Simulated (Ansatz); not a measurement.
Basis-set extrapolation for `CCC(=O)/C=C(\O)CC` (PBE0-D4/def2-TZVP geometry, frozen core, Ansatz 0.2.0). Multiplicity 1, RHF reference.

```json
{"": "HF", "def2-TZVPP": "-421.961275", "def2-QZVPP": "-421.980153"}
{"": "MP2 correlation", "def2-TZVPP": "-1.642425", "def2-QZVPP": "-1.754092"}
{"": "CCSD(T) correlation", "def2-TZVPP": "-1.772277", "def2-QZVPP": "not run"}
```

Energies in hartree. Use E(X) = E(∞) + A·exp(−7.88·√X) for Hartree–Fock and E(X) = E(∞) + B·X^(−2.97) for correlation, with X = 3 and 4, and add CCSD(T) minus MP2 of the smaller set to the MP2 limit.

Task: What is the CCSD(T) energy at the basis-set limit?

Result: HF limit: -421.980153 + (-0.018878) × 0.13774 = -421.98275. MP2 limit: -1.754092 + (-0.111667) × 0.74074 = -1.83681. Higher-order term: -1.772277 − (-1.642425) = -0.12985. Total: -423.94941 hartree, 5.87 eV below CCSD(T)/def2-TZVPP.
